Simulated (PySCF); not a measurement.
Structure with atom numbers: `[CH:1]1=[CH:2][C@H:3]2[CH:4]=[CH:5][C@@H:6]1[CH:7]=[CH:8]2`. Hydrogens are named by the atom that carries them.

Computed data (PySCF): structure optimised with PBE0-D3(BJ)/def2-SVP, σ from GIAO-KT3/pcSseg-1, B3LYP/pcJ-1 coupling constants (without the spin–dipole term). A single conformation, equivalent nuclei averaged, no solvent, non-relativistic.

Shifts are taken against calculated references (same method and geometry level): TMS for ¹H (31.32 ppm).

The spectrum was simulated from the full spin Hamiltonian at 90 MHz with 0.8 Hz Lorentzian lines, from shifts rounded to 0.01 ppm and J to 0.1 Hz, couplings under 1 Hz left out.

Task: List the maxima of its ¹H spectrum with integrals.

Result: 
Maxima in Hz from TMS (height), grouped by integral:
6H: 616.7 (9), 612.4 (92), 609.2 (96), 607.7 (97), 604.6 (100), 600.2 (10)
2H: 415.9 (2), 414.7 (3), 411.6 (8), 410.1 (7), 408.4 (8), 407.0 (18), 405.5 (9), 403.8 (18), 402.3 (17), 400.8 (8), 399.2 (17), 397.7 (7), 396.1 (6), 394.6 (7), 391.4 (3)

Task: Summarise it as multiplets with assignments.

Result: ¹H NMR (90 MHz, computed): δ 6.76 (m, 6H, H(C1)/H(C2)/H(C4)/H(C5)/H(C7)/H(C8)), 4.48 (m, 2H, H(C3)/H(C6)). These are first-order names; overlap and second-order distortion can hide them in the list.

Splittings below 1 Hz are ignored in the labels, and close J values are merged. Couplings among chemically equivalent protons are left out too, so labels in AA′BB′ or AA′XX′ sets are apparent multiplicities. Unscaled 3J(H,H) at this level run about 10 % above measured values.
